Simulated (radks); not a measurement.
B+, 4 electrons, occupied as [He] 2s2.

Method: Dirac Kohn-Sham, PBE, spin-unpolarised, spherical densities, finite nucleus; Fermi nuclear charge, rms radius 2.406 fm; computed with a radial shooting solver on a logarithmic mesh with Libxc functionals.

Energy parts (eV):
| part | energy |
|---|---|
| total | -661.268 |
| kinetic | 659.524 |
| electron-nucleus | -1486.133 |
| Hartree | 261.772 |
| exchange-correlation | -96.430 |

Orbitals (lengths in bohr, moments of r in powers of bohr; r(max) is where P^2 peaks):
orbital  occ.  eigenvalue (eV)  r(max)   <1/r>  small-component weight
1s1/2       2        -193.6234  0.2104   4.657                2.89e-04
2s1/2       2         -19.5107   1.446  0.8048                3.37e-05
2p1/2       0         -13.3672   1.401  0.7082                2.69e-05
2p3/2       0         -13.3624   1.402  0.7079                2.69e-05

The highest occupied level is 2s1/2 at -19.511 eV. Summed over all electrons, <r^2> = 7.797 bohr^2, which gives a Langevin (diamagnetic) susceptibility term of -6.18 x 10^-6 cm^3/mol.
